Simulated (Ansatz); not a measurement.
BH8NSSi2 (`NB(S)[SiH2][SiH3]`). Charge 0, multiplicity 1.

```tsv
atom	x (Å)	y (Å)	z (Å)
N1	-0.528	-1.538	1.565
B2	-0.361	-1.147	0.238
S3	-1.488	-1.644	-1.092
Si4	1.157	0.085	-0.276
Si5	0.324	2.201	-0.829
H6	-1.281	-2.122	1.891
H7	0.110	-1.261	2.291
H8	-2.352	-2.386	-0.373
H9	1.929	-0.436	-1.440
H10	2.105	0.232	0.870
H11	1.420	3.157	-1.145
H12	-0.461	2.753	0.310
H13	-0.574	2.105	-2.011
```

**Question.** Give the diagnostics of a CCSD(T)/def2-TZVPP run (frozen core, Ansatz 0.2.0). (Estimate.)

**Answer.** Computed: T1 = 0.0137, largest single amplitude 0.025, largest double 0.026, (T) share of the correlation energy 4.0 %, 9 CCSD cycles. The RHF solution is stable towards an unrestricted one. T1 lies under the customary mark of 0.02 for closed shells.
